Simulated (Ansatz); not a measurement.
Reaction (ligand exchange at the Si–N bond): `CO[SiH2]N[SiH2]O` + `C[SiH](N)O` → `C[SiH](O)N[SiH2]O` + `CO[SiH2]N`

Calculated with Ansatz (gas phase, PBE0-D4/def2-TZVP geometries, no zero-point term in ΔE). CCSD(T)/CBS adds triple-zeta CCSD(T) − MP2 to the extrapolated MP2 energy (def2 sets, frozen cores). This one scheme is used for every species. Functionals use def2-TZVPP. B3LYP here is the variant with VWN-RPA as its local correlation; programs differ in this. One conformer a species, not always the lowest.

`CO[SiH2]N[SiH2]O`:

Z-matrix (Å, degrees):
```
C
O 1 1.412
H 1 1.096 2 111.3
H 1 1.096 2 111.6 3 121.3
H 1 1.091 2 108.4 3 -119.2
Si 2 1.654 1 121.6 3 -59.9
N 6 1.718 2 111.1 1 -68.3
H 6 1.477 2 103.3 1 171.0
H 6 1.488 2 110.3 1 50.4
Si 7 1.729 6 123.7 2 -54.4
H 7 1.009 6 117.1 2 112.8
O 10 1.640 7 107.3 6 9.8
H 10 1.490 7 108.0 6 132.5
H 10 1.483 7 114.0 6 -106.7
H 12 0.963 10 117.0 7 34.8
```

`C[SiH](N)O`:

Cartesian coordinates in Å:
```
C -1.086 -0.290 0.931
Si 0.432 0.412 0.113
N 0.234 0.185 -1.576
O 1.832 -0.302 0.614
H -0.985 -0.245 2.018
H -1.981 0.276 0.656
H -1.245 -1.334 0.649
H 0.637 1.827 0.522
H 0.859 0.610 -2.242
H -0.682 0.049 -1.969
H 1.986 -1.189 0.284
```

`C[SiH](O)N[SiH2]O`:

Cartesian coordinates in Å:
```
C -2.561 0.018 0.012
Si -0.771 0.459 0.187
O -0.495 0.688 1.795
N 0.247 -0.774 -0.483
Si 1.920 -0.533 -0.738
O 2.485 0.305 0.578
H -3.190 0.788 0.464
H -2.779 -0.927 0.517
H -2.838 -0.079 -1.040
H -0.411 1.693 -0.565
H 0.438 0.755 2.020
H -0.051 -1.731 -0.364
H 2.572 -1.861 -0.873
H 2.215 0.295 -1.938
H 3.219 0.904 0.428
```

`CO[SiH2]N`:

Cartesian coordinates in Å:
```
C 0.273 -1.278 -1.134
O 0.306 -1.095 0.260
Si 0.373 0.392 0.960
N -0.947 1.432 0.666
H -0.649 -0.875 -1.570
H 1.128 -0.797 -1.626
H 0.315 -2.349 -1.343
H 1.562 1.121 0.438
H 0.456 0.081 2.403
H -0.948 2.099 -0.085
H -1.869 1.268 1.033
```

```csv
level,ΔE (kJ/mol)
B3LYP,-9.1
MP2/def2-QZVPP,-6.3
```

Task: What does CCSD(T)/CBS give? (Estimate.)

Result: Computed: -5.8 kJ/mol. The listed levels differ from it by -3.3, -0.5 kJ/mol.

Largest T1 diagnostic among the species: 0.011.
